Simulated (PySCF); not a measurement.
C₄H₇FSi. Atoms are numbered in the order given.

```xyz
13

C      2.8929     0.2513     0.5080
C      1.6981     0.0529     0.0066
C      0.4683    -0.1538    -0.4136
F      0.1829    -0.1678    -1.7520
Si    -1.0454    -0.4376     0.6742
C     -2.3581     0.8249     0.2299
H      3.2554     1.2597     0.7452
H      3.5793    -0.5834     0.7002
H     -0.6071    -0.3321     2.0965
H     -1.5566    -1.8184     0.4128
H     -2.0234     1.8456     0.4720
H     -2.5658     0.7814    -0.8510
H     -3.2993     0.6316     0.7683
```
Charge 0, spin multiplicity 1.

Geometry: r2SCAN-D4/def2-SVP. The structure was generated by enumeration, and PubChem lists no compound with its InChIKey, so it may never have been made. One conformer was computed; it need not be the lowest.

These are PBE/pcSseg-1 (PySCF) values and carry that method's errors.

GIAO shieldings, no solvent; atoms listed in one row are averaged. δ = σ(ref) − σ: ¹³C against TMS (σ = 182.0 ppm); ¹⁹F against CFCl3 (σ = 133.6 ppm); ²⁹Si against TMS (σ = 335.4 ppm); ¹H against TMS (σ = 31.49 ppm), references at their B3LYP-D3(BJ)/def2-TZVP geometries, non-relativistic.

| nucleus | atoms | count | δ (ppm) |
|---|---|---|---|
| ¹³C | C2 | 1 | 219.7 |
| ¹³C | C3 | 1 | 147.9 |
| ¹³C | C1 | 1 | 94.6 |
| ¹³C | C6 | 1 | -5.6 |
| ¹⁹F | F4 | 1 | -189.3 |
| ²⁹Si | Si5 | 1 | -44.4 |
| ¹H | H7, H8 | 2 | 5.90 |
| ¹H | H10 | 1 | 5.02 |
| ¹H | H9 | 1 | 4.61 |
| ¹H | H11, H12, H13 | 3 | 0.72 |
